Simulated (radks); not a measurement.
Results of a calculation; reference values are marked as such.
Effect of the nuclear size on the tungsten ion W2+, [Xe] 4f14 5d4. Code: a radial shooting solver on a logarithmic mesh with Libxc functionals. Model: Dirac Kohn-Sham, relativistic LDA (MacDonald-Vosko exchange, VWN5 correlation), spin-unpolarised, spherical densities, finite nucleus; open shells are shared between the two j in proportion to 2j + 1; Fermi nuclear charge, rms radius 5.3658 fm. The rms radius is varied about that value; shifts are against it.

| rms radius (fm) | total energy shift (eV) | density at nucleus (e/bohr^3) | 1s1/2 shift (meV) | 2s1/2 shift (meV) | 5s1/2 shift (meV) | 5d5/2 shift (meV) | 6s1/2 (empty) shift (meV) |
|---|---|---|---|---|---|---|---|
| 4.7863 | -11.9 | 1.46e+06 | -4790 | -676 | -6.55 | 0.072 | -0.905 |
| 5.0492 | -6.61 | 1.433e+06 | -2660 | -376 | -3.64 | 0.040 | -0.503 |
| 5.3658 | 0 | 1.404e+06 | 0.000 | 0.000 | 0.000 | 0.000 | 0.000 |
| 5.6556 | 6.28 | 1.378e+06 | 2530 | 357 | 3.46 | -0.038 | 0.478 |
| 6.1814 | 18.2 | 1.336e+06 | 7340 | 1040 | 10.0 | -0.110 | 1.39 |

Slopes of the eigenvalues against <r^2> in GHz/fm^2, as finite differences over the two radii next to the reference (eigenvalue slopes, not the field-shift constants of lines): 1s1/2 193000, 2s1/2 27300, 5s1/2 264, 5d5/2 -2.91, 6s1/2 (empty) 36.5.
